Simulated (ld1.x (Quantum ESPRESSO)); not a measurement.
**iridium: one change to an ultrasoft potential, before and after**

iridium (Ir), ultrasoft, made with ld1.x (Quantum ESPRESSO) 7.5 (LDA (PZ), fully relativistic). Core [Xe] 4f14, reference 5d7 6s2 6p0. Waves: 6s (bound): rcut 2.00, rcutus 2.35 bohr; 6s channel at 0.05 Ry: rcut 2.00, rcutus 2.35 bohr; 6p (bound, empty): rcut 3.30, rcutus 3.80 bohr; 6p channel at 0.8 Ry: rcut 3.30, rcutus 3.80 bohr; 5d (bound): rcut 2.00, rcutus 2.50 bohr; 5d channel at 2.1 Ry: rcut 2.00, rcutus 2.50 bohr. Local part: all-electron potential smoothed inside 2.50 bohr (lloc = -1). Core correction: Bessel-smoothed model core, default radius (core density twice the valence density). Augmentation charge: PSQ, radius 2.10 bohr.

Open shells are filled in proportion to 2j + 1 (rel_dist='average').

Change: waves 6s (bound): rcut 2.00, rcutus 2.82 bohr; 6s channel at 0.05 Ry: rcut 2.00, rcutus 2.82 bohr.

Cutoffs: the cutoffs (Ry, on a coarse ladder) from which the occupation-weighted sum of valence levels, in a spherical-Bessel basis at the reference potential, stays within 10 and 1 mRy of its value at 400 Ry; they do not see the model core or the augmentation charge, which bear on the density cutoff. Errors are all-electron minus pseudo energies relative to the spin-unpolarised reference configuration.

Problem. Predict the effect on cutoff, ghosts and configuration errors.

Solution. The potential gets neither clearly harder nor softer (18 Ry and 30 Ry → 18 Ry and 30 Ry); of the 7 tests that both files solve, the error grows in 3 and shrinks in 2 by more than 15 % and 0.3 meV (median size 21.6 → 23.7 meV); neither file shows a bound ghost.

| quantity | base | changed |
| --- | --- | --- |
| cutoff, loose | 18 Ry | 18 Ry |
| cutoff, tight | 30 Ry | 30 Ry |
| bound ghosts | none | none |
| error for 5d7 6s1 6p0, meV [ΔE 10.19 eV] | -3.0 | -4.9 |
| error for 5d7 6s0 6p0, meV [ΔE 28.04 eV] | -18 | -26 |
| error for 5d6 6s0 6p0, meV [ΔE 58.88 eV] | -89 | -74 |
| error for 5d5 6s0 6p0, meV [ΔE 102.74 eV] | -357 | -299 |
| error for 5d6 6s2 6p1, meV [ΔE 7.13 eV] | -22 | -19 |
| error for 5d6 6s2 6p0, meV [ΔE 12.43 eV] | -25 | -24 |
| error for 5d7.5 6s1.5 6p0, meV [ΔE -0.26 eV] | -3.9 | -5.3 |
| s: phases at 4.11 bohr within 0.05 rad from the reference energy up to (Ry; the scan ends near 5) | 2.5 | 2.0 |
| p1/2: phases at 4.11 bohr within 0.05 rad from the reference energy up to (Ry; the scan ends near 5) | 1.5 | 1.5 |
| p3/2: phases at 4.11 bohr within 0.05 rad from the reference energy up to (Ry; the scan ends near 5) | 1.7 | 1.7 |
| d3/2: phases at 4.11 bohr within 0.05 rad from the reference energy up to (Ry; the scan ends near 5) | 3.2 | 3.2 |
| d5/2: phases at 4.11 bohr within 0.05 rad from the reference energy up to (Ry; the scan ends near 5) | 3.3 | 3.3 |
| lowest overlap eigenvalue by channel | s 0.42, p1/2 0.40, p3/2 0.47, d3/2 0.86, d5/2 0.86 | s 0.31, p1/2 0.40, p3/2 0.47, d3/2 0.86, d5/2 0.86 |
